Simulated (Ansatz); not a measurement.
Computed with Ansatz on PBE0-D4/def2-TZVP structures; ΔE is electronic, products minus reactants. CBS: MP2 limit from def2 TZ/QZ plus the TZ coupled-cluster correction, frozen cores. This one scheme is used for every species. DFT in def2-TZVPP. Each species was taken in one conformer, which may not be the lowest.

Consider the substitution at a C–O bond: `BOCO` + `O[SiH3]` → `BOCO[SiH3]` + H₂O.

| species | B97M-V energy (Eh) |
| --- | --- |
| `BOCO` | -216.48268 |
| `O[SiH3]` | -367.09867 |
| `BOCO[SiH3]` | -507.14343 |
| H₂O | -76.43622 |

(1) Work out ΔE.

Largest T1 diagnostic among the species: 0.013.

Results:

(1) ΔE = (-507.14343) + (-76.43622) − (-216.48268) − (-367.09867) = 0.00170 Eh = +0.05 eV. CCSD(T)/CBS gives -0.01 eV.

Leaving LDA and LC-ωPBE aside and taking each functional with its dispersion term where it has one, the values, not all of them listed here, spread over 0.05 eV, from BHLYP-D4 to B2PLYP. LDA lies −0.04 eV from PBE without D4. From BLYP to BHLYP (50 % exact exchange), in def2-TZVPP and without D4, ΔE moves by −0.03 eV.
